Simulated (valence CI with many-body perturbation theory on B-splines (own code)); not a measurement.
Results of a calculation; reference values are marked as such.
**Sm⁴⁶⁺: what each term of the Hamiltonian does**

Method: configuration interaction combined with many-body perturbation theory (CI+MBPT): six valence electrons over a frozen Dirac-Fock core [Ne], a basis of 9 s, 9 p, 8 d, 6 f, 3 g, 1 h functions for each j, with the one-electron correlation potential Σ1 (screened to all orders), the two-electron term Σ2, the three-electron term Σ3, Breit, model QED; selected single and double excitations, second order for the rest, scaled by the run's own slope (own B-spline code, finite nucleus).

The last digits are not significant, and no measured levels were compared; by estimate large intervals hold to a few tenths of a per cent, small ones and those within an open d or f shell to about a per cent. Among the levels kept, up to 1100 cm⁻¹ of a level comes from second order outside the variational space, and about a tenth of that is noise between levels of different J, which matters for small intervals.

Each rung adds one term. CI alone is the Dirac-Coulomb CI over the frozen core; QED comes last and gives the full result, which names the levels. Energies are above (3s^2 3p1/2^2 3p3/2^2) J=2 on the same rung, in Ry.

Levels are named by their leading jj configuration (3d3/2^4 stands for four electrons in 3d with j = 3/2), which in mixed levels can hold well under half, so a name can repeat and another be missing. Letters in brackets count levels of one name in rising energy.

```
                             Level  CI alone
        (3s^2 3p1/2^2 3p3/2^2) J=0     1.129
          (3s^2 3p1/2 3p3/2^3) J=1    10.952
          (3s^2 3p1/2 3p3/2^3) J=2    11.564
    (3s^2 3p1/2^2 3p3/2 3d3/2) J=2    13.814
    (3s^2 3p1/2^2 3p3/2 3d3/2) J=1    14.235
    (3s^2 3p1/2^2 3p3/2 3d3/2) J=0    14.272
    (3s^2 3p1/2^2 3p3/2 3d3/2) J=3    14.335
    (3s^2 3p1/2^2 3p3/2 3d5/2) J=4    16.713
    (3s^2 3p1/2^2 3p3/2 3d5/2) J=2    16.846
    (3s^2 3p1/2^2 3p3/2 3d5/2) J=3    18.194
    (3s^2 3p1/2^2 3p3/2 3d5/2) J=1    18.747
          (3s 3p1/2^2 3p3/2^3) J=2    21.454
          (3s 3p1/2^2 3p3/2^3) J=1    22.670
                (3s^2 3p3/2^4) J=0    22.944
(3s^2 3p1/2 3p3/2^2 3d3/2) J=2 [a]    24.260
    (3s^2 3p1/2 3p3/2^2 3d3/2) J=0    24.301
```

Task: What do these energies become with core correlation, Breit and QED?

Result: (3s^2 3p1/2^2 3p3/2^2) J=0 1.141 (+0.0116); (3s^2 3p1/2 3p3/2^3) J=1 10.855 (-0.0969); (3s^2 3p1/2 3p3/2^3) J=2 11.443 (-0.1203); (3s^2 3p1/2^2 3p3/2 3d3/2) J=2 13.695 (-0.1191); (3s^2 3p1/2^2 3p3/2 3d3/2) J=1 14.118 (-0.1172); (3s^2 3p1/2^2 3p3/2 3d3/2) J=0 14.178 (-0.0937); (3s^2 3p1/2^2 3p3/2 3d3/2) J=3 14.192 (-0.1429); (3s^2 3p1/2^2 3p3/2 3d5/2) J=4 16.506 (-0.2072); (3s^2 3p1/2^2 3p3/2 3d5/2) J=2 16.655 (-0.1915); (3s^2 3p1/2^2 3p3/2 3d5/2) J=3 17.968 (-0.2262); (3s^2 3p1/2^2 3p3/2 3d5/2) J=1 18.551 (-0.1965); (3s 3p1/2^2 3p3/2^3) J=2 21.276 (-0.1780); (3s 3p1/2^2 3p3/2^3) J=1 22.491 (-0.1793); (3s^2 3p3/2^4) J=0 22.735 (-0.2084); (3s^2 3p1/2 3p3/2^2 3d3/2) J=2 [a] 24.030 (-0.2302); (3s^2 3p1/2 3p3/2^2 3d3/2) J=0 24.081 (-0.2201).

Task: How does the ionisation energy move along the ladder, and which term matters most?

Result: CI alone 3877.4, + Σ1 3878.3, + Σ2 3878.5, + Σ3 3877.8, + Breit 3875.0, + QED 3874.8 eV. The largest step is Breit, -2.8 eV. NIST lists 3873 ± 4 eV (theoretical).
